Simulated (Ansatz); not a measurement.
Steps of a relaxation of CH₇GaGeO, SMILES `[CH3][Ga]([OH])[GeH3]` with RKS PBE0-D4/def2-TZVP.

```sh
$ ansatz run in.yaml --threads 4 --pin off --events-out ev --progress --plain --max-ram 10444MiB
```

```yaml
crystal:
  periodic: [false, false, false]
  atoms:
    - {symbol: C, position_ang: [-0.167347, 1.933743, 0.398048]}
    - {symbol: Ga, position_ang: [0.327454, 0.015516, 0.283772]}
    - {symbol: O, position_ang: [1.761511, -0.555170, 1.241383]}
    - {symbol: Ge, position_ang: [-0.650746, -1.820432, -0.994139]}
    - {symbol: H, position_ang: [-1.187366, 2.113703, 0.006693]}
    - {symbol: H, position_ang: [-0.116487, 2.292374, 1.446113]}
    - {symbol: H, position_ang: [0.546320, 2.534214, -0.203882]}
    - {symbol: H, position_ang: [2.185926, 0.152008, 1.761740]}
    - {symbol: H, position_ang: [-2.194015, -1.673723, -1.121581]}
    - {symbol: H, position_ang: [-0.086852, -1.847327, -2.443973]}
    - {symbol: H, position_ang: [-0.352899, -3.202006, -0.353672]}
basis:
  gaussian: {orbitals: def2-TZVP}
hamiltonian: {xc: pbe0, dispersion: d4}
relax: {f_tol: 0.005, max_steps: 150}
```

Positions (Å) and forces (eV/Å) along the path, 6 of 6 steps:

```xyz
11
step=1 energy=-112079.4295 eV
C    -0.167    1.934    0.398   -0.064    0.276    0.009
Ga    0.327    0.016    0.284    0.227    0.040    0.188
O     1.762   -0.555    1.241    0.022    0.697    0.211
Ge   -0.651   -1.820   -0.994   -0.090   -0.165   -0.129
H    -1.187    2.114    0.007    0.499   -0.077    0.192
H    -0.116    2.292    1.446   -0.020   -0.168   -0.510
H     0.546    2.534   -0.204   -0.345   -0.272    0.294
H     2.186    0.152    1.762   -0.329   -0.547   -0.408
H    -2.194   -1.674   -1.122    0.229   -0.021    0.023
H    -0.087   -1.847   -2.444   -0.081    0.018    0.222
H    -0.353   -3.202   -0.354   -0.048    0.218   -0.091
11
step=2 energy=-112079.4577 eV
C    -0.163    1.915    0.396   -0.022    0.087   -0.005
Ga    0.330    0.008    0.285    0.123    0.024    0.111
O     1.757   -0.537    1.251   -0.067    0.214   -0.007
Ge   -0.655   -1.814   -0.996   -0.008   -0.040   -0.012
H    -1.171    2.096    0.009    0.136   -0.023    0.052
H    -0.113    2.270    1.432   -0.004   -0.052   -0.135
H     0.543    2.513   -0.197   -0.093   -0.080    0.079
H     2.175    0.174    1.750   -0.084   -0.156   -0.098
H    -2.186   -1.668   -1.120    0.033    0.008    0.007
H    -0.092   -1.832   -2.432   -0.009    0.001    0.030
H    -0.360   -3.182   -0.356   -0.007    0.017   -0.021
11
step=3 energy=-112079.4598 eV
C    -0.163    1.918    0.395   -0.009   -0.016   -0.003
Ga    0.325    0.015    0.283    0.035   -0.043   -0.001
O     1.752   -0.534    1.232   -0.038    0.036    0.005
Ge   -0.649   -1.818   -0.990   -0.003    0.023    0.004
H    -1.168    2.102    0.016   -0.019    0.003   -0.006
H    -0.106    2.269    1.427    0.001    0.006    0.022
H     0.538    2.512   -0.198    0.017    0.004   -0.012
H     2.158    0.163    1.752    0.033   -0.005    0.007
H    -2.176   -1.660   -1.111   -0.019   -0.010   -0.011
H    -0.086   -1.833   -2.424    0.000    0.002   -0.017
H    -0.359   -3.190   -0.362    0.002    0.001    0.011
11
step=4 energy=-112079.4604 eV
C    -0.162    1.913    0.395   -0.002   -0.007   -0.006
Ga    0.330    0.010    0.286    0.002   -0.019    0.008
O     1.750   -0.530    1.250   -0.005    0.024   -0.008
Ge   -0.653   -1.815   -0.993    0.003    0.005    0.005
H    -1.167    2.095    0.012   -0.014    0.002   -0.007
H    -0.109    2.265    1.427    0.002    0.004    0.015
H     0.540    2.506   -0.197    0.011    0.012   -0.010
H     2.170    0.176    1.746    0.004   -0.018    0.006
H    -2.181   -1.662   -1.117   -0.004    0.002    0.002
H    -0.091   -1.829   -2.428    0.003    0.001   -0.005
H    -0.361   -3.186   -0.362   -0.001   -0.006    0.000
11
step=5 energy=-112079.4604 eV
C    -0.163    1.913    0.394   -0.003    0.000   -0.001
Ga    0.330    0.010    0.287    0.007   -0.008    0.003
O     1.753   -0.530    1.246   -0.011    0.022   -0.002
Ge   -0.652   -1.815   -0.993    0.001    0.000    0.001
H    -1.168    2.094    0.012   -0.001    0.000   -0.001
H    -0.109    2.266    1.427    0.000    0.002    0.001
H     0.539    2.506   -0.199    0.001    0.001   -0.001
H     2.169    0.174    1.750    0.006   -0.015    0.000
H    -2.181   -1.661   -1.116    0.000    0.002    0.002
H    -0.091   -1.828   -2.428    0.001    0.001    0.000
H    -0.362   -3.186   -0.362   -0.001   -0.003   -0.002
11
step=6 energy=-112079.4605 eV
C    -0.164    1.913    0.392    0.002    0.003    0.000
Ga    0.331    0.010    0.289   -0.001   -0.004    0.001
O     1.752   -0.531    1.249    0.001    0.000    0.001
Ge   -0.652   -1.814   -0.991    0.002    0.003    0.003
H    -1.168    2.091    0.005   -0.002    0.000   -0.002
H    -0.115    2.268    1.424    0.001    0.000    0.000
H     0.539    2.506   -0.200   -0.002   -0.001    0.001
H     2.175    0.167    1.755   -0.002    0.000   -0.001
H    -2.180   -1.659   -1.109   -0.001    0.000    0.000
H    -0.094   -1.821   -2.428    0.000    0.000   -0.001
H    -0.359   -3.188   -0.367    0.000    0.000   -0.001
```

Hardware: 4 threads of an Arm Neoverse V1 on a shared host. Wall time 28 s, peak host memory 0.65 GiB.
